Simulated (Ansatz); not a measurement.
PBE exchange is replaced step by step with exact exchange (0 % is PBE, 25 % PBE0; no dispersion term), basis def2-TZVPD, Ansatz. System: CoSi₂⁻ (the lowest singlet isomer of a short search). Total charge -1; singlet. Geometry: PBE-D4/def2-TZVPD.

Geometry of the singlet:

```xyz
3

Co   -0.885   -0.177    0.758
Si    0.082    1.212   -0.538
Si    0.803   -1.035   -0.220
```

At PBE-D4/def2-TZVPD, PBE0-D4/def2-TZVPD the restricted singlet is unstable: a solution with broken spin symmetry lies lower. At PBE-D4/def2-TZVPD, PBE with 5 % exact exchange/def2-TZVPD, PBE with 10 % exact exchange/def2-TZVPD, PBE with 15 % exact exchange/def2-TZVPD and others the highest occupied level of the charge -1 singlet lies above zero (up to 1.10 eV). Its loss leaves the charge 0 doublet, which lies 1.09 eV higher (vertical, at PBE-D4/def2-TZVPD), but this difference is unsure: the doublet is doubtful (geometry relaxed on an unsound state). At PBE-D4/def2-TZVPD an occupied level of the charge -1 singlet lies above an empty one (by up to 0.38 eV), so this SCF solution is probably not the lowest. The restricted singlet is unstable towards broken spin symmetry at other levels; at PBE with 5 % exact exchange/def2-TZVPD, PBE with 10 % exact exchange/def2-TZVPD, PBE with 15 % exact exchange/def2-TZVPD, PBE with 35 % exact exchange/def2-TZVPD and others this wasn't settled. The geometry of the singlet was relaxed on an unsound state (an occupied level 0.40 eV above an empty one). At PBE0-D4/def2-TZVPD a triplet of charge -1 lies 1.74 eV below the restricted singlet, each at its own geometry. The structure comes from a short search, and lower isomers may exist.

```tsv
exact exchange (%)	HOMO (eV)	LUMO (eV)	gap (eV)
0	1.10	0.72	-0.38
5	0.90	0.96	0.06
10	0.69	1.20	0.51
15	0.48	1.46	0.98
25	0.06	2.04	1.98
35	-0.37	2.69	3.06
```

Estimate the row for 50 %.


```tsv
exact exchange (%)	HOMO (eV)	LUMO (eV)	gap (eV)
50	-0.99	2.94	3.93
```
